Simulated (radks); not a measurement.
Values are calculated unless marked as measured or tabulated.
Ionisation of the beryllium ion Be+, [He] 2s1, to Be2+, [He], under several functionals. Non-relativistic Kohn-Sham, spin-polarised, spherical densities, point nucleus; open shells are filled with parallel spins first; a radial shooting solver on a logarithmic mesh with Libxc functionals. Known Delta-SCF values: LDA (Slater exchange, VWN5 correlation) 18.254 eV; Wu-Cohen GGA 18.344 eV; exchange-only LDA 17.640 eV. What does PBE give, and what is its highest occupied eigenvalue?

Answer. 18.497 eV by Delta-SCF; the 2s eigenvalue is -14.472 eV. NIST: 18.211 eV (measured).
